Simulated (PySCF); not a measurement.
# Effect of structural changes

Method: GIAO PBE0/pcSseg-1 magnetisability, rotational g tensor and spin-rotation constants, non-relativistic, gas phase (PySCF 2.14.0). Geometry: GFN2-xTB.

Each molecule in one low-energy conformer. The parent is Cc1c[n]([GeH3])nn1.

The calculation is non-relativistic, which matters for the atoms heavier than Zn.

Q: How does the isotropic susceptibility change along this series?
- Cc1c[n]([GeH3])nn1 (base)
- Fc1c[n]([GeH3])nn1 (CH3 replaced by F)
- C=CCn1cc(C)nn1 (GeH3 replaced by allyl)
- O=Cc1c[n]([GeH3])nn1 (CH3 replaced by CHO)

A: 
| molecule | χ, cgs (10⁻⁶ cm³/mol) | magnetisability anisotropy (10⁻³⁰ J/T²) |
| --- | --- | --- |
| Cc1c[n]([GeH3])nn1 | -75.1 | 753 |
| Fc1c[n]([GeH3])nn1 | -66.9 | 664 |
| C=CCn1cc(C)nn1 | -75.4 | 638 |
| O=Cc1c[n]([GeH3])nn1 | -67.3 | 949 |

The isotropic susceptibility is lowest for C=CCn1cc(C)nn1 and highest for Fc1c[n]([GeH3])nn1.
